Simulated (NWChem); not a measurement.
Molecule: MgHSeCl; SMILES [Cl][Mg][SeH]

```xyz
4

Mg     0.0070    -0.7388     0.0000
Cl     0.0150    -2.9407     0.0000
Se     0.0324     1.6814     0.0000
H     -1.4414     1.6907     0.0000
```
Atoms are numbered in this order, from 1.

Results from NWChem. All runs use the structure optimised with PBE0/def2-SVP. Ions are spin-unrestricted doublets at the neutral geometry; other ion states weren't tried.

Problem. Order these by “ΔSCF minus −ε(HOMO) (eV)”, lowest first: BHandHLYP/def2-TZVP; PBE/def2-TZVP; PBE0/def2-TZVP; B3LYP/def2-TZVP.

Solution. BHandHLYP/def2-TZVP (1.24), PBE0/def2-TZVP (2.27), B3LYP/def2-TZVP (2.52), PBE/def2-TZVP (3.17)
